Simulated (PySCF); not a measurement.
Computed with PBE-D3(BJ)/def2-TZVP // B3LYP-D3(BJ)/def2-TZVP (PySCF 2.14.0). All species are isolated molecules in the gas phase. One relaxed conformer stands for a flexible species; it need not be the lowest. 

Reference species (SMILES): `[NH2][In]([NH2])[NH2]` (neutral, multiplicity 1).

* **LUMO**: -1.59 eV
* **HOMO**: -5.38 eV
* **HOMO–LUMO gap**: 3.79 eV
* **S1 oscillator strength**: 0.002

Changed species: `[NH2][In]([SH])[SH]` (2 of 3 NH2 replaced by SH; the reference has 0 of 3 NH2 replaced by SH).

Task: Predict the effect on the LUMO, HOMO, HOMO–LUMO gap and S1 oscillator strength.

Result: the LUMO falls by 0.75 eV, to -2.34 eV; the HOMO falls by 0.66 eV, to -6.04 eV; the HOMO–LUMO gap decreases by 0.08 eV, to 3.71 eV; the S1 oscillator strength is nearly the same.
